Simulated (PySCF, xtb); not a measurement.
N,N-dimethyl-1-methylsilylmethanamine (C4H13NSi), SMILES CN(C)C[SiH2]C.

xtb with GFN2-xTB at its own geometry gives an orbital gap of 4.76 eV and a dipole moment of 0.97 D.

Coordinates come from a PBE0-D3(BJ)/def2-SVP optimisation. One conformer was computed; it need not be the lowest.

Q: What does PySCF with r2SCAN/def2-TZVP give? (Estimate from the structure and the level; the computed values follow.)

A: gap 5.50 eV (levels -4.99 and 0.51 eV), dipole 0.91 D.
